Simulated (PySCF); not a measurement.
The numbers are results of PBE-D3(BJ)/def2-TZVP // B3LYP-D3(BJ)/def2-TZVP (PySCF 2.14.0), not measurements. All species are isolated molecules in the gas phase. Excitations are Tamm–Dancoff values on a coarser integration grid. The basis has no diffuse functions, so Rydberg states are missing or too high.

Reference species (SMILES): `[Br][Al]([Br])[Br]` (neutral, multiplicity 1).

* **S1 oscillator strength**: 0.000
* **S1 excitation (TDA)**: 5.04 eV

Changed species: `[CH3][Al]([Br])[Br]` (1 of 3 Br replaced by CH3; the reference has 0 of 3 Br replaced by CH3).

Task: Give the shifts of the S1 oscillator strength and S1 excitation (TDA).

Result: the S1 oscillator strength stays essentially unchanged; the S1 excitation (TDA) increases by 0.23 eV, to 5.27 eV.
